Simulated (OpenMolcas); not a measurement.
**C: input and output**

Input:

```
&GATEWAY
Coord
1

C 0.0 0.0 0.0
Basis=ANO-L-VQZP
Group=XYZ
NoMove
AngMom=0.0 0.0 0.0
AMFI
&SEWARD
&RASSCF
FileOrb=start.orb
Symmetry=1
Spin=3
nActEl=2 0 0
Inactive=2 0
Ras2=0 3
CIRoot=3 3 1
SDav=3
CIMx=300
Iter=120 100
PrWF=0.3
OrbListing=Nothing
MaxOrb=0
Atom
>>> COPY $Project.JobIph JOB001
&RASSCF
FileOrb=start.orb
Symmetry=1
Spin=1
nActEl=2 0 0
Inactive=2 0
Ras2=0 3
CIRoot=6 6 1
SDav=6
CIMx=300
Iter=120 100
PrWF=0.3
OrbListing=Nothing
MaxOrb=0
Atom
CIOnly
>>> COPY $Project.JobIph JOB002
&RASSI
NrOfJobIphs=2 3 6
1 2 3
1 2 3 4 5 6
IphNames
JOB001
JOB002
EJob
SpinOrbit
DIPRint=1.0
SOCoupling=1000.0
Subsets=2
MEES
Property=10
'ANGMOM' 1 'ANGMOM' 2 'ANGMOM' 3 'MLTPL  1' 1 'MLTPL  1' 2 'MLTPL  1' 3
'AMFI' 1 'AMFI' 2 'AMFI' 3 'MLTPL  2' 6
SOProperty=3
'ANGMOM' 1 'ANGMOM' 2 'ANGMOM' 3
```

Launched by
```bash
OMP_NUM_THREADS=1 MOLCAS_MEM=2252 MOLCAS_PROJECT=a pymolcas a.inp > a.log  # once for each step of the input, in one work folder
```

A driver script runs the steps one by one and writes start.orb anew before each from the orbitals found so far, so a CI-only block uses the converged orbitals of the first block.

Output, cut to the results:

```
--- SEWARD ---
Basis set label: C.ANO-L...5S4P3D2F.

      Electronic valence basis set:
      ------------------
      Associated Effective Charge   6.000000 au
      Associated Actual Charge      6.000000 au
      Nuclear Model: Point charge

      Shell  nPrim  nBasis  Cartesian Spherical Contaminant
         s      14       5        X
         p       9       4        X
         d       4       3                 X
         f       3       2                 X
                  Atomic mean-field integrals
--- RASSCF ---
Wave function specifications:
      -----------------------------

      Number of closed shell electrons           4
      Number of electrons in active shells       2
      Max number of holes in RAS1 space          0
      Max nr of electrons in RAS3 space          0
      Number of inactive orbitals                2
      Number of active orbitals                  3
      Number of secondary orbitals              41
      Spin quantum number                      1.0
      State symmetry                             1
Orbital specifications:
      -----------------------

      Symmetry species                           1   2
                                                ag  au
      Frozen orbitals                            0   0
      Inactive orbitals                          2   0
      Active orbitals                            0   3
      RAS1 orbitals                              0   0
      RAS2 orbitals                              0   3
      RAS3 orbitals                              0   0
      Secondary orbitals                        18  23
      Deleted orbitals                           0   0
      Number of basis functions                 20  26
      Number of CSFs                             3
      Number of root(s) required                 3
      Iter CI   SX   CI       RASSCF       Energy    max ROT     max BLB   max BLB  Level Ln srch  Step   QN
          iter iter root      energy       change     param      element    value   shift minimum  type update
 Nr of preliminary CI iterations:   1
        1   1    8    0   -37.68479389    0.00E+00  -7.21E-02    2   4 1  3.28E-02*  0.07   0.00    SX    NO
        2   1    9    0   -37.68797534   -3.18E-03* -2.46E-02    2   4 1  1.73E-02*  0.10   0.00    SX    NO
        3   1    8    0   -37.68842099   -4.46E-04* -1.22E-02    3   6 2  2.50E-03*  0.09   0.00    SX    NO
        4   1    8    0   -37.68849218   -7.12E-05*  4.69E-03    2   3 1 -2.31E-03*  0.09   0.00    SX    NO
        5   1    7    0   -37.68850506   -1.29E-05*  1.53E-03    2   5 2  4.41E-04*  0.09   0.71    QN   YES
        6   1    7    0   -37.68850786   -2.81E-06*  7.65E-05    2   3 1 -1.61E-04*  0.09   1.02    QN   YES
        7   1    6    0   -37.68850789   -2.45E-08* -3.45E-05    2   3 1 -5.87E-05   0.09   1.43    QN   YES
        8   1    4    0   -37.68850789   -2.84E-09   1.44E-06    2   4 1 -3.00E-06   0.09   1.01    QN   YES
      Convergence after  8 iterations
        9   1    4    0   -37.68850789   -9.70E-12   1.44E-06    2   4 1 -1.01E-06   0.09   1.01    QN   YES
      Natural orbitals and occupation numbers for root  1
      sym 2:   1.000000   1.000000   0.000000
      Natural orbitals and occupation numbers for root  2
      sym 2:   1.000000   0.000000   1.000000
      Natural orbitals and occupation numbers for root  3
      sym 2:   0.000000   1.000000   1.000000
::    RASSCF root number  1 Total energy:    -37.68850789
::    RASSCF root number  2 Total energy:    -37.68850789
::    RASSCF root number  3 Total energy:    -37.68850789
--- RASSCF ---
Wave function specifications:
      -----------------------------

      Number of closed shell electrons           4
      Number of electrons in active shells       2
      Max number of holes in RAS1 space          0
      Max nr of electrons in RAS3 space          0
      Number of inactive orbitals                2
      Number of active orbitals                  3
      Number of secondary orbitals              41
      Spin quantum number                      0.0
      State symmetry                             1
Orbital specifications:
      -----------------------

      Symmetry species                           1   2
                                                ag  au
      Frozen orbitals                            0   0
      Inactive orbitals                          2   0
      Active orbitals                            0   3
...
--- RASSI ---
SPIN-FREE ENERGIES:
  (Shifted by EMIN (a.u.) =        -37.6885078882)

 SF State       Relative EMIN(au)   Rel lowest level(eV)    D:o, cm**(-1)      L_eff

     1             0.0000000000        0.0000000000              0.0000         1.0
     2             0.0000000000        0.0000000000              0.0000         1.0
     3             0.0000000000        0.0000000000              0.0000         1.0
     4             0.0583969335        1.5890615135          12816.6455         2.0
     5             0.0583969335        1.5890615135          12816.6455         2.0
     6             0.0583969335        1.5890615135          12816.6455         2.0
     7             0.0583969335        1.5890615135          12816.6455         2.0
     8             0.0583969335        1.5890615135          12816.6455         2.0
     9             0.1459923338        3.9726537837          32041.6136         0.0
     Dipole printing threshold changed to   1.00000000E+00
Eigenvalues of complex Hamiltonian:
   -----------------------------------
  (Shifted by EMIN (a.u.) =        -37.6885078882)

 SO State       Relative EMIN(au)   Rel lowest level(eV)    D:o, cm**(-1)     J-value

     1            -0.0001437848        0.0000000000              0.0000         0.0
     2            -0.0000717515        0.0019601261             15.8095         0.8
     3            -0.0000717515        0.0019601261             15.8095         0.8
     4            -0.0000717515        0.0019601261             15.8095         0.7
     5             0.0000715749        0.0058602362             47.2660         1.1
     6             0.0000715749        0.0058602362             47.2660         1.8
     7             0.0000715749        0.0058602362             47.2660         1.2
     8             0.0000715749        0.0058602362             47.2660         1.8
     9             0.0000715749        0.0058602362             47.2660         1.8
...
```

The J values that RASSI prints are effective ones from its own formula and need not be integers or half-integers; the table below assigns J from the states.

Levels above the lowest, from the spin-orbit matrix, grouped by J:

```tsv
Configuration	Term	J	E (eV)	Measured (eV)	g	Term weight %
2s² 2p²	³P	0	0.0000	0.0000		100
2s² 2p²	³P	1	0.0020	0.0020	1.501	100
2s² 2p²	³P	2	0.0059	0.0054	1.501	100
2s² 2p²	¹D	2	1.5930	1.2637	1.000	100
2s² 2p²	¹S	0	3.9766	2.6840		100
```

Against the 4 measured excited levels shown (NIST Handbook of Basic Atomic Spectroscopic Data) the mean absolute deviation is 3300 cm-1; the largest miss in energy is 2s² 2p² ¹S₀: computed 3.9766, measured 2.6840 eV (+48.2 %).

Without dynamic correlation excited terms often stand tens of per cent too high (terms of higher spin than the ground term too low), and those without a measured partner can miss by more than the paired ones. Terms from blocks run as CI alone lack orbitals of their own. With the s shell closed, the reference lacks s² → p² mixing. Measured partners are found by configuration, term and J. A level has none where our copy of the source lacks it or the pairing is in doubt (some pairs that miss far off the trend of their configuration count as doubtful), and it then counts in no deviation. Levels of configurations outside the active space are missing.

The term weight is that of the spin-free term in the level, not the purity of its configuration.
